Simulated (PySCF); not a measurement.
Sn(All)(OH)3, C3H8O3Sn, SMILES C=C[CH2][Sn]([OH])([OH])[OH], GFN2-xTB optimised geometry.

```
15

C      2.60    -1.32     2.11
C      2.15    -0.33     1.35
C      1.62    -0.52     0.00
Sn    -0.60    -0.52     0.00
O     -1.40    -1.43    -1.57
O     -1.43    -1.41     1.56
O     -1.42     1.28     0.00
H      3.00    -1.15     3.09
H      2.59    -2.34     1.76
H      2.16     0.69     1.72
H      1.87     0.29    -0.68
H      1.89    -1.48    -0.43
H     -1.85    -0.84    -2.17
H     -1.82    -2.26     1.35
H     -1.89     1.48     0.81
```

Density from PBE0/def2-TZVP, def2 effective core potentials past Kr in PySCF at that geometry. The core electrons that the potentials of Sn replace are not part of the density.

Minimum of the electron density along straight lines between bonded atoms, close to the bond critical point (lines longer than 1.1 times the sum of covalent radii, or with two minima, are not listed):

| bond | length / Å | ρ at the minimum / e bohr⁻³ | ∇²ρ there / e bohr⁻⁵ | position (fraction from the first atom) |
|---|---|---|---|---|
| C1–C2 | 1.326 | 0.355 | -1.10 | 0.49 |
| C2–C3 | 1.464 | 0.275 | … | 0.50 |
| C3–Sn4 | 2.225 | … | … | 0.49 |
| Sn4–O5 | 1.984 | 0.118 | 0.46 | 0.51 |
| Sn4–O6 | 1.978 | 0.119 | 0.47 | 0.51 |
| Sn4–O7 | 1.979 | 0.119 | 0.46 | 0.51 |
| C1–H8 | 1.076 | 0.288 | -1.03 | 0.65 |
| C1–H9 | 1.078 | 0.287 | -1.02 | 0.64 |
| C2–H10 | 1.082 | 0.287 | -1.03 | 0.65 |
| C3–H11 | 1.087 | 0.280 | -0.96 | 0.65 |
| C3–H12 | 1.087 | 0.280 | -0.97 | 0.65 |
| O5–H13 | 0.957 | 0.361 | -2.45 | 0.81 |
| O6–H14 | 0.957 | 0.361 | -2.45 | 0.81 |
| O7–H15 | 0.957 | 0.361 | -2.45 | 0.81 |

Problem. Fill in the missing entries.

Solution. 
- C2–C3, ∇²ρ there / e bohr⁻⁵: -0.75
- C3–Sn4, ρ at the minimum / e bohr⁻³: 0.093
- C3–Sn4, ∇²ρ there / e bohr⁻⁵: 0.06
